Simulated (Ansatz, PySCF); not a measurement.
Input for Ansatz (a quantum-chemistry and plane-wave program):
Ansatz 0.2 input:
```yaml
crystal:
  periodic: [false, false, false]
  atoms:
    - {symbol: O, position_ang: [0.27524919, -0.58420743, -0.62303532]}
    - {symbol: C, position_ang: [0.09401883, 0.90333784, -0.29403238]}
    - {symbol: C, position_ang: [1.02460482, -1.20359562, 0.34229042]}
    - {symbol: C, position_ang: [-1.27934567, 1.02284955, 0.39588235]}
    - {symbol: H, position_ang: [-0.06509560, 1.31189351, -1.33559503]}
    - {symbol: H, position_ang: [1.24877528, -2.23160334, 0.01033964]}
    - {symbol: H, position_ang: [1.98223373, -0.68204747, 0.53292018]}
    - {symbol: H, position_ang: [0.50182452, -1.27623020, 1.31766778]}
    - {symbol: H, position_ang: [-2.14125770, 0.55895431, -0.13156786]}
    - {symbol: H, position_ang: [-1.24810032, 0.57100939, 1.39663175]}
    - {symbol: H, position_ang: [-1.51604143, 2.08613261, 0.52904382]}
basis:
  gaussian:
    orbitals: STO-3G
total_charge: -1
magnetization: {spin_polarized: false}
correlation: {method: ccsd_t, electrons: outside_noble_gas}
accuracy: high
```

Q: Convert this to an input for PySCF.

A: One answer among several that fit: 
```python
from pyscf import gto, scf, cc

mol = gto.Mole()
mol.atom = '''
    O     0.27524919   -0.58420743   -0.62303532
    C     0.09401883    0.90333784   -0.29403238
    C     1.02460482   -1.20359562    0.34229042
    C    -1.27934567    1.02284955    0.39588235
    H    -0.06509560    1.31189351   -1.33559503
    H     1.24877528   -2.23160334    0.01033964
    H     1.98223373   -0.68204747    0.53292018
    H     0.50182452   -1.27623020    1.31766778
    H    -2.14125770    0.55895431   -0.13156786
    H    -1.24810032    0.57100939    1.39663175
    H    -1.51604143    2.08613261    0.52904382
'''
mol.basis = 'sto-3g'
mol.charge = -1
mol.verbose = 4
mol.build()

mf = scf.RHF(mol)
mf.kernel()

mycc = cc.CCSD(mf, frozen=4)
mycc.kernel()
et = mycc.ccsd_t()
print('E(CCSD(T)) = %.10f' % (mycc.e_tot + et))
```

Both were run: Ansatz gave -190.108103 Eh and PySCF -190.108103 Eh, 0.000 mEh apart.
